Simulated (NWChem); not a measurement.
Molecule: GeBrCl, singlet; SMILES [Cl][Ge][Br]

Computed with NWChem. Low-valent species are run as closed-shell singlets; no triplet was tried in these runs. Coordinates come from a B3LYP/6-31G* (spherical d) optimisation. Vertical excitations in the gas phase; the lowest state need not have the same character in each row.

| level | lowest excitation, singlet (eV) | oscillator strength of that lowest state | lowest state with f > 0.02, singlet (eV) | oscillator strength of that bright state | orbital gap (eV) |
|---|---|---|---|---|---|
| PBE/def2-SVPD, full TDDFT | ? | 0.002 | 4.10 | 0.036 | ? |
| B3LYP/def2-SVPD, full TDDFT | 3.47 | 0.007 | 4.37 | 0.034 | 4.35 |
| LDA (Slater exchange, VWN5)/def2-SVPD, full TDDFT | 3.19 | 0.002 | 4.07 | 0.037 | 2.92 |
| BHandHLYP/def2-SVPD, full TDDFT | 3.71 | 0.015 | 4.95 | 0.026 | 6.49 |

**Question.** Fill in the missing entries.

**Answer.** 
- PBE/def2-SVPD, full TDDFT, lowest excitation, singlet (eV): 3.24
- PBE/def2-SVPD, full TDDFT, orbital gap (eV): 2.97
